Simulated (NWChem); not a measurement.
System meant: ZnNH$_{3}$Se; SMILES [NH2][Zn][SeH]

Input file for NWChem:

```
start job
memory heap 200 mb stack 900 mb global 1100 mb
geometry units angstroms noautoz
  Zn     0.246808    -0.733564    -0.002656
  N      0.511439    -2.531331     0.008484
  H      0.211709    -3.067935    -0.801330
  H      0.244817    -3.052039     0.839972
  Se     0.113920     1.548715    -0.014976
  H     -1.357945     1.496638     0.013693
end
basis spherical
  * library def2-svp
end
dft
  xc b3lyp
  iterations 4
  mulliken
end
task dft energy
```

End of the output:

```
    Atom       Charge   Shell Charges
 -----------   ------   -------------------------------------------------------
    1 Zn  30    29.48   2.00  2.00  1.95  0.64  0.21  5.99  5.91  0.82  7.75  2.20  0.00
    2 N    7     7.38   1.97  0.73  0.49  2.22  1.94  0.02
    3 H    1     0.95   0.60  0.23  0.13
    4 H    1     0.95   0.60  0.23  0.13
    5 Se  34    34.20   2.00  2.00  1.96  1.10  0.67  5.99  5.80  2.05  2.57  7.82  2.04  0.20
    6 H    1     1.02   0.60  0.36  0.07

 center of mass
 --------------
 x =   0.02661535 y =   0.20270202 z =  -0.00021973

 moments of inertia (a.u.)
 ------------------
        1179.347518873493           0.000000000000          -0.000000000000
           0.000000000000          13.530820938361           0.000000000000
          -0.000000000000           0.000000000000        1183.177084414656

     Multipole analysis of the density
     ---------------------------------

     L   x y z        total         alpha         beta         nuclear
     -   - - -        -----         -----         ----         -------
     0   0 0 0     -0.000000    -37.000000    -37.000000     74.000000

     1   1 0 0     -0.590369     -0.295184     -0.295184      0.000000
     1   0 1 0     -0.558609     -0.279304     -0.279304     -0.000000
     1   0 0 1      0.001377      0.000688      0.000688     -0.000000

     2   2 0 0    -27.933742    -18.044156    -18.044156      8.154571
     2   1 1 0      1.574650      1.871446      1.871446     -2.168242
     2   1 0 1     -0.003283      0.002275      0.002275     -0.007833
     2   0 2 0    -30.912644   -307.782654   -307.782654    584.652664
     2   0 1 1     -0.003721      0.020209      0.020209     -0.044140
     2   0 0 2    -28.524258    -16.668505    -16.668505      4.812752

 ------------------------------------------------------------------------
 dft energy failed                                                                                  0
 ------------------------------------------------------------------------
 ------------------------------------------------------------------------
  current input line :
    19: task dft energy
 ------------------------------------------------------------------------
 ------------------------------------------------------------------------
 This type of error is most commonly associated with calculations not reaching convergence criteria
 ------------------------------------------------------------------------
 For more information see the NWChem manual at https://nwchemgit.github.io

0:dft energy failed:Received an Error in Communication
```

Question: What is wrong, and how is it mended?

Answer: Convergence was not reached. Cause: the SCF was allowed too few iterations. This input runs:
```
start job
memory heap 200 mb stack 900 mb global 1100 mb
geometry units angstroms noautoz
  Zn     0.246808    -0.733564    -0.002656
  N      0.511439    -2.531331     0.008484
  H      0.211709    -3.067935    -0.801330
  H      0.244817    -3.052039     0.839972
  Se     0.113920     1.548715    -0.014976
  H     -1.357945     1.496638     0.013693
end
basis spherical
  * library def2-svp
end
dft
  xc b3lyp
  iterations 150
  mulliken
end
task dft energy
```
It converges to -4237.03372 Ha (B3LYP/def2-SVP).
